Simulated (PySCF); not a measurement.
Compound: C5H5F5.
Z-matrix (Å and degrees, GFN2-xTB geometry), rows numbered from 1:
```
C 
C   1  1.3181
C   2  1.5025  1  123.64
C   3  1.5252  2  110.36  1   118.79
F   4  1.3554  3  111.59  2    61.83
F   4  1.3548  3  111.65  2   -56.58
C   4  1.5514  3  111.98  2  -177.37
F   7  1.3367  4  110.56  3    59.64
F   7  1.3274  4  112.91  3  -179.53
F   7  1.3371  4  110.53  3   -58.76
H   1  1.0756  2  121.50  3  -179.88
H   1  1.0776  2  122.03  3     0.38
H   2  1.0809  1  121.32  3   179.11
H   3  1.0936  2  110.43  1  -122.52
H   3  1.0915  2  110.75  1    -1.09
```

PySCF, density fitting, gas phase, GFN2-xTB geometry. The standard run uses grid level 2 after a coarse-grid start, the def2-universal JK fitting basis (with tight functions added where the orbital basis needs them), an energy threshold of 1e-9 Eh and DIIS. The changed runs have no coarse-grid stage.

Question: Standard PBE0/pcSseg-1: E = -691.988152 Eh, HOMO -8.139 eV, LUMO -0.159 eV, dipole 2.260 D, 14 cycles (coarse-grid cycles included). What changes at PBE0/pcSseg-1 with: start guess huckel, energy threshold 1e-06 Eh?

Answer: E = -691.988152 Eh (0.000 mEh), HOMO -8.139 eV (0.000), LUMO -0.159 eV (0.000), dipole 2.260 D (0.000), 12 SCF cycles. The result matches the standard run within 0.02 mEh and 0.003 eV; such settings steer the iterations and don't enter the energy expression.

The cycles:
```
cycle   1  E = -683.2570005760  dE =  4.779e+00  |g| = 7.359e+00  |ddm| = 5.954e+00
cycle   2  E = -672.0415350092  dE =  1.122e+01  |g| = 8.007e+00  |ddm| = 3.399e+01
cycle   3  E = -686.8505907582  dE = -1.481e+01  |g| = 3.600e+00  |ddm| = 3.388e+01
cycle   4  E = -690.6465960475  dE = -3.796e+00  |g| = 2.293e+00  |ddm| = 5.813e+00
cycle   5  E = -691.9397879612  dE = -1.293e+00  |g| = 4.769e-01  |ddm| = 2.202e+00
cycle   6  E = -691.9744399338  dE = -3.465e-02  |g| = 2.541e-01  |ddm| = 4.324e-01
cycle   7  E = -691.9867394423  dE = -1.230e-02  |g| = 8.300e-02  |ddm| = 2.032e-01
cycle   8  E = -691.9879649323  dE = -1.225e-03  |g| = 2.791e-02  |ddm| = 8.436e-02
cycle   9  E = -691.9881337939  dE = -1.689e-04  |g| = 9.566e-03  |ddm| = 3.066e-02
cycle  10  E = -691.9881502179  dE = -1.642e-05  |g| = 2.986e-03  |ddm| = 7.328e-03
cycle  11  E = -691.9881515723  dE = -1.354e-06  |g| = 9.606e-04  |ddm| = 2.728e-03
cycle  12  E = -691.9881517246  dE = -1.523e-07  |g| = 2.194e-04  |ddm| = 7.933e-04
```
